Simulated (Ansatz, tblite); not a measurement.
Forces on Li₃Si₆ at its PBE0-D4/def2-SVP geometry. Charge 0, multiplicity 2.

The xTB rows come from tblite. The structure comes from a short search, and lower isomers may exist.

GFN1-xTB (tblite), largest force 0.89 eV/Å:

```xyz
9
positions Å, forces eV/Å
Li   -2.387   -1.026    1.072    0.254    0.165   -0.065
Li    1.590   -1.916   -0.062   -0.416    0.421   -0.124
Li   -0.856    1.649   -1.784    0.155   -0.326    0.169
Si    1.178    0.693   -0.353    0.187   -0.068   -0.559
Si    1.460    1.163    1.865   -0.123    0.297    0.831
Si   -0.963    1.276    0.774    0.059    0.093   -0.041
Si    0.822   -0.288   -2.439   -0.373   -0.171    0.054
Si   -0.010   -0.702    1.697    0.053   -0.328   -0.073
Si   -0.834   -0.847   -0.771    0.203   -0.083   -0.193
```

GFN2-xTB (tblite), largest force 1.78 eV/Å:

```
Li -0.804 -0.127 0.412
Li 0.142 -0.314 -0.017
Li -0.134 0.266 -0.352
Si 1.416 1.065 -0.176
Si 0.001 -0.362 -0.265
Si -0.490 0.328 0.026
Si -0.045 0.163 0.183
Si 0.434 -0.160 1.303
Si -0.520 -0.859 -1.114
```

PBE-D4/def2-TZVP (Ansatz), largest force 0.13 eV/Å:

```
Li 0.066 0.050 -0.006
Li -0.061 0.103 -0.012
Li 0.065 -0.102 0.039
Si -0.034 -0.048 -0.100
Si 0.008 0.040 0.107
Si -0.017 -0.030 0.010
Si -0.029 -0.003 -0.024
Si -0.030 -0.054 -0.016
Si 0.030 0.044 0.003
```
